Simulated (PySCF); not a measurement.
## Gas-phase XPS of B(NCS)3, computed

Compound: B(NCS)3, C₃BN₃S₃.
Bonds: B1–N2, B1–N5, B1–N8, N2–C3, C3–S4, N5–C6, C6–S7, N8–C9, C9–S10.

Method: delta-SCF UKS SCAN, pcX-2 on the ionised atom, pcseg-1 elsewhere, spin-free X2C in PySCF 2.14.0. Binding energies are ΔSCF values: E(core-ionised, relaxed orbitals) − E(ground state) at a fixed geometry, referred to the vacuum level.

Q: List the computed XPS lines with their assignment.

A: 
| atom(s) | bonded to | level | binding energy (eV) | count |
| --- | --- | --- | --- | --- |
| B1 | 3 N | B 1s | 198.35 | 1 |
| C3/C6/C9 | N and S | C 1s | 293.45 | 3 |
| N2/N5/N8 | C and B | N 1s | 405.55 | 3 |
| S4/S7/S10 | C | S 1s | 2477.38 | 3 |

Q: Express the binding energy of S 1s of S4/S7/S10 in atomic units and per mole.

A: 2477.38 eV = 91.0420 Eh = 239031 kJ/mol.

Topologically equivalent atoms share the value of their first member; where this conformer doesn't relate them by symmetry, their own values could differ. Not every level is listed. Geometry: PBE0-D3(BJ)/def2-SVP; no solvent, vibrations or thermal averaging.
